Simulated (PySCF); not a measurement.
## Energy of Os (osmium, neutral) between two integer charges

The 6s beta orbital of [Xe] 4f14 5d6 6s2 is emptied in steps (occupation f), with all orbitals relaxed, ending at [Xe] 4f14 5d6 6s1. Computed with PySCF 2.14 in aug-cc-pVDZ-PP with ECP60MDF (5s5p4d2f, 54 functions), with scalar relativity through the core potential. The exact energy is a straight line in f; departures are measured from the line between the end points of the same method.

```csv
f,BLYP (eV)
1,0.000
0.8,-0.532
0.6,-0.822
0.4,-0.866
0.2,-0.611
0,0.000
```

```
method  E(f=0) − E(f=1) (eV)  −ε at f=1 (eV)  −ε at f=0.4 (eV)
  BLYP                 8.610           5.338             9.056
```

Orbital energy along the path (eV):

```json
{"f": "1", "BLYP": "-5.338"}
{"f": "0.8", "BLYP": "-6.559"}
{"f": "0.6", "BLYP": "-7.765"}
{"f": "0.4", "BLYP": "-9.056"}
{"f": "0.2", "BLYP": "-10.762"}
{"f": "0", "BLYP": "-12.552"}
```

Reference removal energy between the ground levels: 8.438 eV (measured; NIST Atomic Spectra Database, ionization energies). The calculation has no spin-orbit coupling.
